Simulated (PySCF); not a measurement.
CH₃AlClFS. Atoms are numbered in the order given.

```xyz
8

Al     0.2839    -0.3915     0.0000
Cl    -0.4562    -2.3366     0.0000
F      1.9270    -0.1456     0.0000
S     -1.0082     1.3259     0.0000
C      0.2375     2.6737     0.0000
H      1.2642     2.2862     0.0000
H      0.0816     3.2891     0.8956
H      0.0816     3.2891    -0.8956
```
Charge 0, spin multiplicity 1.

Geometry: PBE0-D3(BJ)/def2-SVP. The structure was generated by enumeration; whether it is a known compound was not checked. The values are those of a single conformer.

The numbers are results of M06-2X/def2-TZVP in PySCF, not measurements.

ESP charges are fitted to the potential on shells at 1.4 to 2.0 van der Waals radii. Atomic charges (e):

| atom | ESP fit | IAO | Löwdin |
|---|---|---|---|
| Al1 | 0.77 | 1.14 | -0.59 |
| Cl2 | -0.24 | -0.35 | 0.32 |
| F3 | -0.36 | [?] | -0.03 |
| S4 | -0.34 | [?] | 0.43 |
| C5 | -0.14 | -0.48 | -0.48 |
| H6 | 0.07 | [?] | 0.12 |
| H7 | 0.11 | [?] | 0.11 |
| H8 | 0.11 | [?] | 0.11 |

Task: Fill in the missing entries. (An estimate is asked for; the answer gives what the named calculation found.)

Result: 
- F3, IAO: -0.59
- S4, IAO: -0.22
- H6, IAO: 0.16
- H7, IAO: 0.16
- H8, IAO: 0.16
